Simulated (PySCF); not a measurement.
# [Tl(NC)]2+ at several levels of theory

Computed with PySCF 2.14.0 (density fitting, no spin-orbit coupling) at the geometry relaxed with PBE:

```xyz
3
[Tl(NC)]2+ (singlet)
Tl    0.0000    0.0000   -0.4567
N     0.0000    0.0000    1.9011
C     0.0000    0.0000    3.0918
```

| level | basis | state | HOMO (eV) | gap (eV) | charge on Tl1 (e) | dipole about the centre of mass (D) | largest force component (eV/Å) |
| --- | --- | --- | --- | --- | --- | --- | --- |
| PBE | Tl def2-SVP with ECP60, N def2-SVP, C def2-SVP | singlet | -21.72 | 1.07 | 1.48 | 6.13 | 0.00 |
| HF | the same | singlet | -23.34 | 6.27 | 1.63 | 3.81 | 2.02 |
| CAM-B3LYP | the same | singlet | -23.43 | 4.19 | 1.47 | 5.97 | 1.22 |
| TPSSh | the same | singlet | -22.07 | 1.78 | 1.51 | 5.75 | 0.59 |
| PBE | Tl def2-TZVP with ECP60, N def2-TZVP, C def2-TZVP | singlet | -21.65 | 1.02 | 1.48 | 6.13 | 0.78 |
| PBE | Tl x2c-SVPall, N x2c-SVPall, C x2c-SVPall | singlet | -21.73 | 1.06 | 1.49 | 6.17 | 0.31 |

Charges are Mulliken's, which hang on the basis. The relaxation used the grid (50, 194), these runs (75, 302) or, all-electron (x2c bases, spin-free X2C Hamiltonian), (99, 590).

Question: What does wB97X with Tl def2-SVP with ECP60, N def2-SVP, C def2-SVP give here?

Answer: state singlet, HOMO (eV) -24.03, gap (eV) 5.74, charge on Tl1 (e) 1.48, dipole about the centre of mass (D) 5.80, largest force component (eV/Å) 0.86. Time: 1.1 s on 2 threads of Arm Neoverse V2, with other jobs on the host, from an already converged density.

In the first row's basis the gap widens with exact exchange: 1.1 eV for PBE (none); 1.8 eV for TPSSh (a fixed share); 4.2 to 6.3 eV for CAM-B3LYP, wB97X, Hartree–Fock (rising or full at long range).

Small gap, closed shell not tested for a spin-broken solution: TPSSh.
